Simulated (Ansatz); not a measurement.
Abridged output of a molecular run in Ansatz:

```
Functional definition: HF
1149 factors; integrals over basis functions are off by at most 1.5e-3 eV
mean field evaluation 1: about -16014.8762 eV, gradient 3.1e1 eV
mean field evaluation 2: about -16014.8832 eV, gradient 3.1e1 eV
mean field evaluation 4: about -16017.6572 eV, gradient 2.5e0 eV
mean field evaluation 8: about -16017.6887 eV, gradient 1.3e-1 eV
mean field -16017.68884178 eV, -588.6392077559 hartree, gradient 1.3e-6 eV, S^2 0.000000; 0 other end points of the search recorded, 0 dependent functions left out
11 core orbitals not correlated: weight in the atoms' cores, before any rotation towards them, 1.000 or more for the frozen orbitals, at most 0.000 for the correlated occupied ones
reference -16017.68884178 eV, -588.6392077559 hartree; 17, 17 occupied and 79, 79 virtual orbitals, 1149 factors
second order -12.95958117 eV of doubles, -0.00000000 eV of singles
cycle   1  -13.97312562 eV  change    -1.0e0 eV  update   8.3e-2
cycle   2  -14.36069682 eV  change   -3.9e-1 eV  update   2.6e-2
cycle   3  -14.41399493 eV  change   -5.3e-2 eV  update   1.0e-2
cycle   4  -14.41199092 eV  change    2.0e-3 eV  update   3.1e-3
cycle   5  -14.41091729 eV  change    1.1e-3 eV  update   1.3e-3
cycle   6  -14.41067024 eV  change    2.5e-4 eV  update   4.2e-4
cycle   7  -14.41066834 eV  change    1.9e-6 eV  update   1.3e-4
cycle   8  -14.41068805 eV  change   -2.0e-5 eV  update   4.4e-5
cycle   9  -14.41067775 eV  change    1.0e-5 eV  update   1.2e-5
perturbative correction -0.41057816 eV, -0.0150884692 hartree
Total energy: -16032.51009769 eV, -589.1838788645 hartree
```

Its atoms:

```xyz
11

C    -0.717    0.171   -1.527
Al    0.131    0.215    0.229
C     0.474   -1.379    1.300
Te    0.860    2.437    1.228
H    -1.665   -0.375   -1.485
H    -0.079   -0.359   -2.243
H    -0.915    1.166   -1.929
H     1.080   -2.098    0.738
H    -0.466   -1.885    1.546
H     0.992   -1.163    2.236
H     0.305    3.268   -0.094
```

Question: Which basis set was used?
A. cc-pV(T+d)Z
B. def2-TZVPP
C. def2-QZVPP
D. def2-SVP

Answer: D. It gives 107 functions.

Question: Write the keys of the input that set method, charge and spin (a neutral closed shell needs none for the last two).

Answer: 
```yaml
correlation: {method: ccsd_t}
```
